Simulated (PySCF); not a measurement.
**Electron correlation in C⁺ (carbon, charge +1)**

[He] 2s2 2p1, 2P determinant. All numbers are calculated (PySCF 2.14, the non-relativistic Hamiltonian (point nucleus), in cc-pVTZ). Frozen: 1s2; 3 electrons correlated.

MP2 pair energies summed by pair of shells (mhartree):

```csv
pair,energy,share (%)
2s-2s,-29.02,57.2
2s-2p,-21.68,42.8
```

Total MP2 correlation energy: -50.70 mhartree.

Same-spin part -3.45 and opposite-spin part -47.25 mhartree; SCS-MP2 scales them by 1/3 and 6/5 to -57.85 mhartree.

```json
{"level": "CCSD", "correlation energy (mhartree)": "-74.52"}
{"level": "(T)", "correlation energy (mhartree)": "-1.15"}
{"level": "CCSD(T)", "correlation energy (mhartree)": "-75.67"}
```

Diagnostics: T1 = 0.0094, D1 = 0.0179, largest double amplitude 0.132.

**Question.** Is a single reference adequate?

**Answer.** Mostly. T1 lies below 0.03, but a double amplitude of this size points to a near-degeneracy that CCSD handles and MP2 describes poorly.
